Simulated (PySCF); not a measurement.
PySCF 2.14 output of an unrestricted PBE0 calculation on a single atom or ion in ANO-RCC-VTZP, with the spin-free X2C one-electron Hamiltonian (Gaussian nucleus):

```
SCF conv_tol = 1e-09
number electrons alpha = 16  beta = 10
    C. Adamo and V. Barone.,  J. Chem. Phys. 110, 6158 (1999)
    M. Ernzerhof and G. E. Scuseria.,  J. Chem. Phys. 110, 5029 (1999)
cycle= 1 E= -1272.21642565487  delta_E= -0.0245  |g|= 0.182  |ddm|= 0.809
cycle= 2 E= -1272.24085308196  delta_E= -0.0244  |g|= 0.207  |ddm|= 1.38
cycle= 3 E= -1272.18403649372  delta_E= 0.0568  |g|= 0.224  |ddm|= 0.994
cycle= 4 E= -1272.20724056259  delta_E= -0.0232  |g|= 0.113  |ddm|= 0.48
cycle= 5 E= -1272.20223415562  delta_E= 0.00501  |g|= 0.0788  |ddm|= 0.159
cycle= 6 E= -1272.19809708188  delta_E= 0.00414  |g|= 0.0197  |ddm|= 0.334
cycle= 7 E= -1272.19869861085  delta_E= -0.000602  |g|= 0.0166  |ddm|= 0.232
cycle= 8 E= -1272.1975179841  delta_E= 0.00118  |g|= 0.00398  |ddm|= 0.128
cycle= 9 E= -1272.19749052131  delta_E= 2.75e-05  |g|= 0.00383  |ddm|= 0.0445
cycle= 10 E= -1272.1974772517  delta_E= 1.33e-05  |g|= 0.000513  |ddm|= 0.0214
cycle= 11 E= -1272.19747633888  delta_E= 9.13e-07  |g|= 0.000115  |ddm|= 0.00352
cycle= 12 E= -1272.19747631328  delta_E= 2.56e-08  |g|= 2e-05  |ddm|= 0.000642
cycle= 13 E= -1272.19747631298  delta_E= 2.99e-10  |g|= 5.54e-06  |ddm|= 0.000104
converged SCF energy = -1272.19747631298  <S^2> = 12.007028  2S+1 = 7.0020077
```

The run itself started from symmetry-adapted Hartree-Fock orbitals and held the occupation by maximum overlap, on a logarithmic radial grid, so the iterations belong to that start.

Task: Which element, charge and spin multiplicity is this?

Result: Fe (iron, neutral), multiplicity 7; the state was [Ar] 3d5 4s2 4p1, high-spin 7P determinant (an excited configuration).
